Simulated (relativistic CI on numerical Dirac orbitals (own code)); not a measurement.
## Line list: Forbidden lines, Gd¹³⁺

Calculated at this level of theory: Dirac-Coulomb-Breit CI, KLI orbitals optimised for each configuration, model QED, unscaled Slater integrals (own radial code, finite nucleus).

CI space (outside the closed core [Ar] 3d10 4p6): 4s²4d¹⁰4f⁵, 4s²4d¹⁰4f⁴5p, 4s²4d¹⁰4f³5s², 4s²4d¹⁰4f³5s5p, 4s²4d¹⁰4f³5p², 4s²4d¹⁰4f³5s5d, 4s²4d¹⁰4f³5p5d, 4s²4d¹⁰4f⁴5d, 4s²4d¹⁰4f³5d², 4s²4d¹⁰4f⁴6s, 4s²4d⁹4f⁴5s², 4s²4d¹⁰4f⁴6p, 4d¹⁰4f⁷. Levels of other configurations are missing.

| λ vac (Å) | Lower | Upper | Type | A (s⁻¹) | gf | Branching (%) |
| --- | --- | --- | --- | --- | --- | --- |
| 1757.9 | 4s²4d¹⁰4f³5s² ⁴I°9/2 [1] | 4s²4d¹⁰4f³5s² ²I°11/2 [24] | M1 | 2.58e+00 | 1.43e-08 | 26.9 |
| 2782.4 | 4s²4d¹⁰4f³5s² ⁴I°11/2 [2] | 4s²4d¹⁰4f³5s² ⁴G°9/2 [16] | M1 | 1.91e+00 | 2.22e-08 | 12.6 |
| 3070.8 | 4s²4d¹⁰4f³5s² ⁴I°11/2 [2] | 4s²4d¹⁰4f³5s² ²K°13/2 [14] | M1 | 1.21e+01 | 2.40e-07 | 66.6 |
| 3075.9 | 4s²4d¹⁰4f³5s² ⁴I°13/2 [3] | 4s²4d¹⁰4f³5s² ²K°15/2 [17] | M1 | 1.07e+01 | 2.44e-07 | 39.9 |
| 3232.2 | 4s²4d¹⁰4f³5s² ⁴I°9/2 [1] | 4s²4d¹⁰4f³5s² ⁴F°9/2 [10] | M1 | 2.31e+00 | 3.61e-08 | 26.8 |
| 3583.8 | 4s²4d¹⁰4f³5s² ⁴F°5/2 [7] | 4s²4d¹⁰4f³5s² ²D°3/2 [23] | M1 | 8.95e+00 | 6.89e-08 | 25.0 |
| 3585.3 | 4s²4d¹⁰4f³5s² ⁴I°13/2 [3] | 4s²4d¹⁰4f³5s² ²K°13/2 [14] | M1 | 6.08e+00 | 1.64e-07 | 33.3 |
| 3597.0 | 4s²4d¹⁰4f³5s² ⁴I°15/2 [4] | 4s²4d¹⁰4f³5s² ²K°15/2 [17] | M1 | 1.50e+01 | 4.66e-07 | 55.8 |
| 3636.7 | 4s²4d¹⁰4f³5s² ⁴I°11/2 [2] | 4s²4d¹⁰4f³5s² ²H°11/2 [11] | M1 | 4.82e+00 | 1.15e-07 | 25.4 |
| 3788.6 | 4s²4d¹⁰4f³5s² ⁴I°11/2 [2] | 4s²4d¹⁰4f³5s² ⁴F°9/2 [10] | M1 | 2.54e+00 | 5.46e-08 | 29.5 |
| 4114.3 | 4s²4d¹⁰4f³5s² ⁴I°9/2 [1] | 4s²4d¹⁰4f³5s² ²H°9/2 [6] | M1 | 1.40e+01 | 3.56e-07 | 65.1 |
| 4381.4 | 4s²4d¹⁰4f³5s² ⁴I°13/2 [3] | 4s²4d¹⁰4f³5s² ²H°11/2 [11] | M1 | 9.80e+00 | 3.39e-07 | 51.7 |
| 4649.4 | 4s²4d¹⁰4f³5s² ²K°13/2 [14] | 4s²4d¹⁰4f³5s² ²L°15/2 [27] | M1 | 8.21e+00 | 4.25e-07 | 47.4 |
| 5060.3 | 4s²4d¹⁰4f³5s² ⁴I°11/2 [2] | 4s²4d¹⁰4f³5s² ²H°9/2 [6] | M1 | 7.54e+00 | 2.89e-07 | 34.9 |
| 5102.1 | 4s²4d¹⁰4f³5s² ⁴F°7/2 [9] | 4s²4d¹⁰4f³5s² ²D°5/2 [22] | M1 | 1.12e+01 | 2.63e-07 | 67.3 |
| 5267.8 | 4s²4d¹⁰4f³5s² ⁴F°3/2 [5] | 4s²4d¹⁰4f³5s² ²D°3/2 [18] | M1 | 6.60e+00 | 1.10e-07 | 23.6 |
| 5920.9 | 4s²4d¹⁰4f³5s² ²K°15/2 [17] | 4s²4d¹⁰4f³5s² ²L°15/2 [27] | M1 | 8.28e+00 | 6.96e-07 | 47.9 |
| 6103.3 | 4s²4d¹⁰4f³5s² ⁴F°5/2 [7] | 4s²4d¹⁰4f³5s² ²D°3/2 [18] | M1 | 8.31e+00 | 1.86e-07 | 29.8 |
| 6181.0 | 4s²4d¹⁰4f³5s² ²H°9/2 [6] | 4s²4d¹⁰4f³5s² ⁴G°9/2 [16] | M1 | 4.86e+00 | 2.78e-07 | 32.2 |
| 6912.0 | 4s²4d¹⁰4f³5s² ⁴S°3/2 [8] | 4s²4d¹⁰4f³5s² ²D°3/2 [18] | M1 | 1.30e+01 | 3.73e-07 | 46.6 |
| 7601.8 | 4s²4d¹⁰4f³5s² ²H°11/2 [11] | 4s²4d¹⁰4f³5s² ⁴G°11/2 [20] | M1 | 3.60e+00 | 3.74e-07 | 50.3 |
| 7861.7 | 4s²4d¹⁰4f³5s² ⁴F°9/2 [10] | 4s²4d¹⁰4f³5s² ²G°9/2 [19] | M1 | 8.35e+00 | 7.74e-07 | 47.3 |
| 8681.6 | 4s²4d¹⁰4f³5s² ²D°3/2 [18] | 4s²4d¹⁰4f³5s² ²D°3/2 [23] | M1 | 1.38e+01 | 6.22e-07 | 38.4 |
| 10476.0 | 4s²4d¹⁰4f³5s² ⁴F°9/2 [10] | 4s²4d¹⁰4f³5s² ⁴G°9/2 [16] | M1 | 3.68e+00 | 6.06e-07 | 24.4 |
| 12927.7 | 4s²4d¹⁰4f³5s² ²H°9/2 [6] | 4s²4d¹⁰4f³5s² ²H°11/2 [11] | M1 | 4.28e+00 | 1.29e-06 | 22.6 |
| 15076.2 | 4s²4d¹⁰4f³5s² ²H°9/2 [6] | 4s²4d¹⁰4f³5s² ⁴F°9/2 [10] | M1 | 3.31e+00 | 1.13e-06 | 38.5 |
| 17079.4 | 4s²4d¹⁰4f³5s² ²G°7/2 [12] | 4s²4d¹⁰4f³5s² ⁴G°9/2 [16] | M1 | 3.96e+00 | 1.73e-06 | 26.2 |
| 21233.2 | 4s²4d¹⁰4f³5s² ⁴I°13/2 [3] | 4s²4d¹⁰4f³5s² ⁴I°15/2 [4] | M1 | 3.33e+00 | 3.60e-06 | 100.0 |
| 21397.9 | 4s²4d¹⁰4f³5s² ⁴I°11/2 [2] | 4s²4d¹⁰4f³5s² ⁴I°13/2 [3] | M1 | 4.87e+00 | 4.68e-06 | 100.0 |
| 22007.0 | 4s²4d¹⁰4f³5s² ⁴I°9/2 [1] | 4s²4d¹⁰4f³5s² ⁴I°11/2 [2] | M1 | 3.89e+00 | 3.39e-06 | 100.0 |

Terms are leading LS components. Brackets give the number of a level in order of energy, since labels repeat. The list gives strong lines, with weight on those to low levels, among the lowest 400 of 9631 levels, so that lines to higher ones, which can be the strongest, are missing. Levels whose partners in the same complex of configurations lie outside the list can be far off, and so can their lines. Rates are taken at the computed energies, electric ones in the length gauge.

At this charge transitions that keep the count of f electrons are usually good to a few per cent. Terms inside the open d or f shell come out 10 to 20 % too wide with unscaled integrals. Levels and lines within the n = 5 or 6 shells can be off by up to 10 % or somewhat more, and those that change n by about 2 %, since core polarisation is missing. Levels that differ in their count of f electrons can be misplaced by several ten thousand cm⁻¹, since the correlation energy of f electrons is missing or only estimated; rates across such gaps can be off by orders of magnitude. The computed lowest level isn't the tabulated ground level, which NIST ASD gives as 4f5 6H°5/2; for such ions that label comes from theory and may be the wrong one.

LS names give the leading component of a level, which can be under half, so a name can repeat, a term be missing and a line seem to break the LS rules.
